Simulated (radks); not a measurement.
Values are calculated unless marked as measured or tabulated.
Question: These are the eigenvalues of the occupied orbitals of an atom or ion with whole-number occupations (eV). Level of theory: scalar-relativistic Kohn-Sham, exchange-only LDA, spin-polarised, spherical densities, point nucleus (a radial shooting solver on a logarithmic mesh with Libxc functionals).

| orbital | eigenvalue |
|---|---|
| 1s down | -79144.11 |
| 1s up | -79144.09 |
| 2s up | -14537.78 |
| 2s down | -14537.37 |
| 2p up | -12704.91 |
| 2p down | -12704.59 |
| 3s up | -4003.236 |
| 3s down | -3995.592 |
| 3p up | -3469.300 |
| 3p down | -3461.588 |
| 3d up | -2890.255 |
| 3d down | -2884.237 |
| 4s up | -1420.787 |
| 4s down | -1408.879 |
| 4p up | -1238.592 |
| 4p down | -1227.171 |
| 4d up | -1020.129 |
| 4d down | -1008.917 |
| 4f up | -781.6192 |

Which element is it, and in what charge state? The configuration may be excited. Open shells, if any, are filled with parallel spins first.

Answer: Z = 78, platinum, charge +25: Pt25+ in [Kr] 4d10 4f7. The list shows which subshells hold electrons but not how many an open one holds; the 1s level, -2908.5 hartree, gives Z - s = 76.3 by -(Z - s)^2/2, which with screening and relativity narrows Z to a few neighbours, and the depths of the outer levels then fix element, charge and occupations together.
